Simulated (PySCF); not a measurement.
# N⁺: ionisation energy

N⁺ [He] 2s2 2p2 (3P) → N²⁺ [He] 2s2 2p1 (2P), as a difference of total energies. Calculation: PySCF 2.14, in dyall-acv3z (15s9p4d2f, 76 functions); scalar relativity by spin-free X2C-1e. Correlated levels: valence and next inner shell: nothing frozen; virtual orbitals above 40 to 60 times the deepest correlated orbital energy dropped. The calculations carry no spin-orbit coupling.

| method | ionisation energy (eV) |
| --- | --- |
| UHF | 29.202 |
| MP2 (valence and next inner shell) | 29.649 |
| SCS-MP2 (valence and next inner shell) | 29.498 |
| CCSD (valence and next inner shell) | 29.504 |
| CCSD(T) (valence and next inner shell) | 29.517 |

Errors of the correlated levels include the incompleteness of this basis.

**Question.** Which method comes closest to the reference value, and which is furthest?

**Answer.** The reference is 29.601 eV (semi-empirical (NIST evaluation); NIST Atomic Spectra Database, ionization energies). Closest: MP2 (valence and next inner shell) (error 0.048 eV); furthest: UHF (error -0.399 eV).
